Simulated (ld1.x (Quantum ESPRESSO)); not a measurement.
**What the settings do to the PAW potential of Cr (Z = 24)**

Base potential:

```json
{
  "Element": "Cr",
  "Generator": "ld1.x (Quantum ESPRESSO) 7.5",
  "Type": "PAW",
  "Functional": "LDA (PZ)",
  "Relativity": "scalar-relativistic",
  "Frozen core": "[Ne]",
  "Valence charge": "14",
  "Reference configuration": "3s2 3p6 3d4 4s0 4p0 (charge +2)",
  "Partial waves": "3s (bound): rcut 1.20, rcutus 1.45 bohr; 4s (bound, empty): rcut 1.20, rcutus 1.45 bohr; 3p (bound): rcut 1.70, rcutus 1.95 bohr; 4p (bound, empty): rcut 1.70, rcutus 1.95 bohr; 3d (bound): rcut 1.20, rcutus 1.30 bohr; 3d channel at -0.1 Ry: rcut 1.20, rcutus 1.30 bohr",
  "Local potential": "all-electron potential smoothed inside 1.45 bohr (lloc = -1)",
  "Core correction": "a·sin(br)/r model core inside 1.30 bohr",
  "Augmentation charge": "GAUSS, radius 1.15 bohr"
}
```

Cutoffs, loose and tight: the cutoffs (Ry, on a coarse ladder) from which the occupation-weighted sum of valence levels, in a spherical-Bessel basis at the reference potential, stays within 10 and 1 mRy of its value at 400 Ry. They do not see the model core or the augmentation charge, which bear on the density cutoff. Test errors are all-electron minus pseudo excitation energies from the reference, over the configurations 3s2 3p6 3d5 4s1 4p0; 3s2 3p6 3d5 4s0 4p0; 3s2 3p6 3d3 4s0 4p0; 3s2 3p6 3d2 4s0 4p0; 3s2 3p6 3d5 4s0 4p1; 3s2 3p6 3d5 4s0.5 4p0; 3s2 3p6 3d5.5 4s0.5 4p0 (two spin-polarised tests are not counted in the largest error). A dash means not determined; rows that change the core or the reference have their own tests. The largest error is taken over the tests solved by every variant that gives reliable tests at all: 3s2 3p6 3d3 4s0 4p0; 3s2 3p6 3d5 4s0 4p0; 3s2 3p6 3d5 4s1 4p0.

A true bound ghost makes a file unfit for plane-wave use even where its test errors are small: the radial tests pick states by their node count and pass the ghost by.

Cutoffs are not given where the Bessel-basis levels miss the radial ones by over 6 mRy, ghosts where they miss by over 20 mRy; a channel whose overlap is not positive is not tested.

A file whose overlap is not positive is unfit for use, and its test errors describe a broken file.

```tsv
change	outcome	cutoff, loose	cutoff, tight	bound ghosts	largest test error (meV)
base	generated	60 Ry	100 Ry	none	-5.7
waves 3d (bound): rcut 1.10, rcutus 1.16 bohr; 3d channel at -0.1 Ry: rcut 1.10, rcutus 1.16 bohr	generated	80 Ry	140 Ry	none	-4.9
wave 3d channel at -0.1 Ry: rcut 1.20, rcutus 1.30 bohr becomes 3d channel at -0.61 Ry: rcut 1.20, rcutus 1.30 bohr	generated	60 Ry	100 Ry	none	-6.0
reference 3s2 3p6 3d5 4s0.75 4p0.25	generated, overlap not positive	–	–	not determined (overlap not positive)	-11 over the solved tests; test run stopped at test 7 of 9 (negative rho)
waves 3s (bound): rcut 1.16, rcutus 1.22 bohr; 4s (bound): rcut 1.16, rcutus 1.22 bohr	generated	60 Ry	100 Ry	none	-5.8
core [Ar], valence charge 6; reference 3d4 4s0 4p0; waves now 4s (bound): rcut 1.85, rcutus 2.35 bohr; 4s channel at 0.15 Ry: rcut 1.85, rcutus 2.35 bohr; 4p (bound): rcut 2.40, rcutus 3.35 bohr; 4p channel at -0.45 Ry: rcut 2.40, rcutus 3.35 bohr; 3d (bound): rcut 1.25, rcutus 1.40 bohr; 3d channel at -0.1 Ry: rcut 1.25, rcutus 1.40 bohr; core correction Bessel-smoothed model core inside 1.20 bohr; augmentation GAUSS, radius 1.10 bohr	generated	50 Ry	90 Ry	s	test run stopped at test 1 of 9 (negative rho)
```

**Question.** What comes out with this change to the base: waves 3p (bound): rcut 1.50, rcutus 1.60 bohr; 4p (bound): rcut 1.50, rcutus 1.60 bohr?

**Answer.** outcome: generated; cutoff, loose: 60 Ry; cutoff, tight: 100 Ry; bound ghosts: none; largest test error (meV): -2.1.

**Question.** What comes out with this change to the base: all radii but the core radius scaled by about 1.22 (s 1.78, p 2.38, d 1.58 bohr, rcut 1.46/2.08/1.46); local potential all-electron potential smoothed inside 1.78 bohr (lloc = -1); augmentation GAUSS, radius 1.40 bohr?

**Answer.** outcome: generated, overlap not positive; bound ghosts: not determined (overlap not positive); largest test error (meV): +38. A file whose overlap is not positive is unfit for use, and its test errors describe a broken file.

**Question.** What comes out with this change to the base: local potential all-electron potential smoothed inside 1.50 bohr (lloc = -1)?

**Answer.** outcome: generated, overlap not positive; bound ghosts: not determined (overlap not positive); largest test error (meV): -5.9. A file whose overlap is not positive is unfit for use, and its test errors describe a broken file.
